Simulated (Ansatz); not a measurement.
Two members of one family ((BN)n), computed with Ansatz in the gas phase. The two geometries come from different levels. Binding counts from free atoms in the multiplicity of their measured ground term, without zero-point energy. A dash marks a value that wasn't run or was left out as unsound. The structures are stationary points that may keep the symmetry of their start. Remarks come from the PBE and PBE0 runs and from stability tests at other levels; not every state was tested. HOMO above LUMO (over both spins in singlets and doublets, within one spin in higher multiplets; at PBE or PBE0), or a gap under 0.15 eV within one spin, warns that the state may not be the lowest or that an electron is smeared out.

First: B3N3 (singlet, charge 0, PBE0-D4/def2-SVP geometry).

Cartesian coordinates in Å:
```
B 0.6226 0.2299 -0.8652
B 0.2281 0.4450 0.9698
B -0.8508 -0.6749 -0.1041
N -0.3168 -0.6183 -1.3496
N -0.8671 -0.3197 1.2041
N 1.1840 0.9379 0.1450
```

```
              level  HOMO (eV)  LUMO (eV)  gap (eV)  vertical triplet (eV)  binding per atom (eV)
    PBE-D4/def2-SVP      -7.58      -3.78      3.80                      –                   5.66
r2SCAN-D4/def2-TZVP      -7.91      -3.71      4.21                   3.52                   5.24
   B97M-V/def2-TZVP      -7.83      -3.62      4.20                      –                   5.26
   PBE0-D4/def2-SVP      -8.88      -2.89      5.99                      –                   5.41
  PBE0-D4/def2-TZVP      -8.94      -3.07      5.86                   3.75                   5.29
```

Remarks: gap within one spin near zero at PBE or PBE0 (triplet), HOMO above LUMO (triplet).

Second: B7N7 (singlet, charge 0, PBE-D4/def2-SVP geometry).

```xyz
14

B     0.262    1.021    2.583
B     1.319   -2.451    0.168
B     0.377   -1.909   -1.996
B     1.268   -1.148    2.205
B    -0.941    2.420    1.015
B    -1.436    1.997   -1.317
B    -0.849    0.070   -2.657
N    -0.414    2.096    2.191
N    -0.287   -1.121   -2.835
N     1.033   -2.656   -1.114
N     1.577   -2.194    1.446
N    -1.393    1.260   -2.421
N     0.932   -0.077    2.917
N    -1.448    2.692   -0.184
```

Task: Estimate the same table for the second.

Result: 
```
              level  HOMO (eV)  LUMO (eV)  gap (eV)  vertical triplet (eV)  binding per atom (eV)
    PBE-D4/def2-SVP      -6.84      -1.88      4.97                      –                   6.27
r2SCAN-D4/def2-TZVP      -7.14      -1.55      5.59                   5.15                   5.86
   B97M-V/def2-TZVP      -7.09      -1.48      5.61                      –                   5.88
   PBE0-D4/def2-SVP      -8.08      -1.00      7.08                      –                   6.03
  PBE0-D4/def2-TZVP      -8.11      -1.00      7.11                   5.51                   5.91
```

Remarks: gap within one spin near zero at PBE or PBE0 (triplet), HOMO above LUMO (triplet).
